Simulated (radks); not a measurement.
Spherical quantum dot in the effective-mass picture: electrons in a parabolic well V = omega^2 r^2 / 2 with omega = 1.47, all in effective atomic units (hartree* = m*/eps^2 hartree, bohr* = eps/m* bohr), one dielectric constant everywhere. Calculated with a radial shooting solver with Libxc functionals: non-relativistic Kohn-Sham, PBE, spin-polarised, spherical densities. Levels are named by radial order and angular momentum (1s, 1p, 1d, 2s, ...), and open shells are averaged over m. Results are scaled to m* = 0.092 and eps = 4.9, for which hartree* = 104.3 meV and bohr* = 2.818 nm.

N = 23, configuration 1s2 1p6 1d10 2s2 1f(up 3, down 0). This is the lowest configuration that the search found. Occupied and some empty levels:

| level | occupation | eigenvalue (meV) | <r> (nm) |
|---|---|---|---|
| 1s up | 1 | 1523.9 | 3.840 |
| 1s down | 1 | 1526.0 | 3.794 |
| 1p up | 3 | 1596.3 | 4.800 |
| 1p down | 3 | 1600.1 | 4.765 |
| 1d up | 5 | 1678.4 | 5.475 |
| 1d down | 5 | 1683.5 | 5.454 |
| 2s up | 1 | 1696.9 | 4.747 |
| 2s down | 1 | 1700.6 | 4.765 |
| 1f up | 3 | 1769.2 | 6.010 |
| 1f down | 0 | 1774.9 | 6.001 |
| 2p up | 0 | 1797.5 | 5.349 |
| 2p down | 0 | 1801.0 | 5.365 |
| 1g up | 0 | 1867.4 | 6.465 |
| 1g down | 0 | 1873.3 | 6.467 |
| 2d up | 0 | 1902.4 | 5.918 |
| 2d down | 0 | 1905.8 | 5.929 |

Energy (meV): total 25055.9, kinetic 3384.8, external 9506.8, Hartree 13505, exchange-correlation -1340.9.
